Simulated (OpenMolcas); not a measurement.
# O V: effect of the IPEA shift

```
Program             : OpenMolcas 26.06
Basis               : ANO-RCC-VTZP [4s3p2d1f]
Scalar Hamiltonian  : DKH2, point nucleus
Active space        : 2 electrons in 8 orbitals (2s 2p 3s 3p)
State averaging     : 2S+1 = 3 even, 3 roots; 2S+1 = 1 even, 7 roots; 2S+1 = 3 odd, 3 roots; 2S+1 = 1 odd, 3 roots
Spin-orbit coupling : RASSI with atomic mean-field integrals over the reference wave functions, term energies averaged over their components
```

Methods on the same reference wave functions:
A. CASSCF
B. MS-CASPT2, IPEA 0 Eh, imaginary shift 0.1 Eh (closed shells correlated: 1s)
C. MS-CASPT2, IPEA 0.25 Eh, imaginary shift 0.1 Eh (closed shells correlated: 1s)

Energies in cm-1 above 2s2 1S0, the measured ground level; measured values from Moore, Selected Tables of Atomic Spectra, NSRDS-NBS 3, section 9.

```csv
Level,A,B,C,Measured
2s2 1S0,0.0,0.0,0.0,0.0
2s 2p 3P* 0,82980,82060,82070,81942
2s 2p 3P* 1,83128,82207,82218,82079
2s 2p 3P* 2,83424,82504,82514,82385
2s 2p 1P* 1,170495,161683,161764,158798
2p2 3P0,215764,214284,214298,213462
2p2 3P1,215911,214432,214445,213618
2p2 3P2,216200,214720,214733,213887
2p2 1D2,242148,233939,234016,231721
2p2 1S0,298755,291565,291588,287910
```

Deviations, from unrounded energies. A percentage is the sum of absolute deviations over the sum of measured energies, with the sign that they share, or ± where signs differ.

```tsv
Against measurement	Levels	A	B	C
mean absolute deviation (cm-1)	9	4800	1300	1300
other configurations (%)	9	+2.7	+0.7	+0.8
```

B, C lie about equally close to measurement and A furthest from it. The largest miss of B in the table is 2p2 1S0, by +3700 cm-1. The ranking rests on the paired levels alone, and a cruder setting can come out closer through cancelling errors.

Between B and C the level of the table that moves most is 2s 2p 1P* 1, by 80 cm-1 (lowest in B, highest in C).

The lowest spin-free term lies below A's lowest term by 0.005 hartree in B, 0.005 hartree in C.

Active for correlation alone: 3p 3s; no level in the range computed is led by a configuration that fills them, so any true level of that kind is missing. Computed and measured levels are paired by configuration, term and J; levels that our copy of the source lacks, or whose pairing is in doubt (as where it misses far off the trend of its configuration), stay unpaired and out of the deviations. Only configurations of the active space appear.

* marks odd parity.
